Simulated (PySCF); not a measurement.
Partial charges of norbornane

Norbornane, C₇H₁₂.
SMILES with atom numbers: `[CH2:1]1[CH2:2][C@@H:3]2[CH2:4][CH2:5][C@H:6]1[CH2:7]2` (hydrogens: H8, H9 on C1; H10, H11 on C2; H12 on C3; H13, H14 on C4; H15, H16 on C5; H17 on C6; H18, H19 on C7)

Structure used (GFN2-xTB), in Å, numbered top down from 1:
```
atom  x, y, z in Å
C1     1.1650    0.9960   -0.0558
C2     1.2300   -0.3192   -0.8588
C3     0.0770   -1.1406   -0.2719
C4    -1.2432   -0.5160   -0.7364
C5    -1.3086    0.7991    0.0666
C6    -0.0176    0.7661    0.8918
C7     0.1167   -0.7249    1.1981
H8     2.0838    1.1580    0.5090
H9     1.0078    1.8645   -0.6944
H10    1.1061   -0.1583   -1.9292
H11    2.1820   -0.8283   -0.7039
H12    0.1518   -2.2082   -0.4749
H13   -2.0832   -1.1676   -0.4936
H14   -1.2522   -0.3460   -1.8125
H15   -2.1819    0.8182    0.7196
H16   -1.3526    1.6767   -0.5773
H17   -0.0287    1.4377    1.7496
H18    1.0546   -0.9780    1.6899
H19   -0.7168   -1.1200    1.7765
```

Density: PBE0/pcSseg-1 (PySCF); schemes: Mulliken, IAO, Hirshfeld and ESP-fitted. Isolated species at its GFN2-xTB geometry, gas phase.

Q: Atoms with like bonding are taken together and averaged. At which atom do the 4 schemes differ most?

A: At C3/C6: from -0.329 (Mulliken) to +0.160 e (ESP-fitted), 0.489 e apart.

Q: For which atoms does the sign change between the 4 schemes (beyond +0.03 e in one, beyond −0.03 e in another)?

A: C3/C6.

Q: What partial charge does each atom carry?

A: In e; atoms taken as equivalent share a row and are averaged (×n: the atom named and its like, n in all):

```
          atom                    environment  Mulliken     IAO  Hirshfeld  ESP-fitted
   C1/C2/C4/C5                ring CH2 carbon    -0.144  -0.269     -0.072      -0.182
         C3/C6  sp3 carbon at a ring junction    -0.329  -0.107     -0.028      +0.160
            C7                ring CH2 carbon    -0.103  -0.269     -0.077      -0.264
H8/H11/H13/H15             methylene hydrogen    +0.118  +0.132     +0.035      +0.067
H9/H10/H14/H16             methylene hydrogen    +0.113  +0.129     +0.034      +0.066
       H12/H17               methine hydrogen    +0.093  +0.129     +0.036      -0.015
       H18/H19             methylene hydrogen    +0.114  +0.128     +0.037      +0.084
```

Mean size of the charges over all atoms: IAO 0.164 e, Mulliken 0.141 e, ESP-fitted 0.108 e, Hirshfeld 0.044 e. Each set sums to the total charge, 0, to within 0.001 e. The Mulliken scheme gives each basis function's population to the atom it is centred on and halves the overlap population of two atoms between them. The Hirshfeld scheme divides the density at each point in proportion to the densities of the neutral, spherically averaged free atoms.

Some averages cover members that differ in this geometry: C1/C2/C4/C5, ESP-fitted -0.212 to -0.150 e.

Q: How closely do the schemes follow one another over all atoms?

A: Correlation coefficient and root-mean-square difference: IAO with Hirshfeld 1.00, 0.128 e; Mulliken with IAO 0.82, 0.101 e; Mulliken with Hirshfeld 0.81, 0.120 e; Hirshfeld with ESP-fitted 0.76, 0.096 e; IAO with ESP-fitted 0.75, 0.116 e; Mulliken with ESP-fitted 0.28, 0.171 e.

Q: Sum the charges by element.

A: 
```tsv
element	atoms	Mulliken	IAO	Hirshfeld	ESP-fitted
C	7	-1.339	-1.561	-0.421	-0.670
H	12	+1.339	+1.561	+0.421	+0.671
```

Q: How many electrons does the ESP-fitted scheme count on C5?

A: Its own charge is -0.203 e, so Z − q = 6.203.
